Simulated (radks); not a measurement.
Species: the tungsten ion W11+. Configuration: [Kr] 4d10 4f12 5s2 5p3 (not the ground configuration). All-electron calculation, scalar-relativistic Kohn-Sham, PBE, spin-polarised, spherical densities, finite nucleus; open shells are filled with parallel spins first (spin-orbit coupling, left out, can overturn this in heavy ions); Fermi nuclear charge, rms radius 5.3658 fm. Program: a radial shooting solver on a logarithmic mesh with Libxc functionals.

Radial electron density D(r) = 4 pi r^2 rho(r):

```
   r/bohr * D(r) (the largest magnitude, 136, reaches the edge; | marks zero)
 0.001021 |  *
 0.001329 |    *
 0.001745 |      *
  0.00229 |         *
 0.003006 |              *
 0.003946 |                   *
 0.005138 |                         *
 0.006744 |                                *
 0.008852 |                                     *
  0.01162 |                                        *
  0.01513 |                                       *
  0.01986 |                                    *
  0.02607 |                                    *
  0.03421 |                                         *
  0.04491 |                                                  *
  0.05848 |                                                      *
  0.07676 |                                                *
   0.1007 |                                         *
   0.1322 |                                              *
   0.1722 |                                                *
    0.226 |                                  *
   0.2967 |                        *
   0.3894 |                             *
   0.5111 |                         *
   0.6656 |             *
   0.8736 |      *
    1.147 |  *
    1.505 |*
     1.96 *
    2.572 *
```

D(r) has 4 maxima, at r = 0.0124, 0.0566, 0.158, 0.415 bohr, and minima at 0.0239, 0.102, 0.297 bohr, inside which lie 1.90, 11.02, 29.92 electrons.
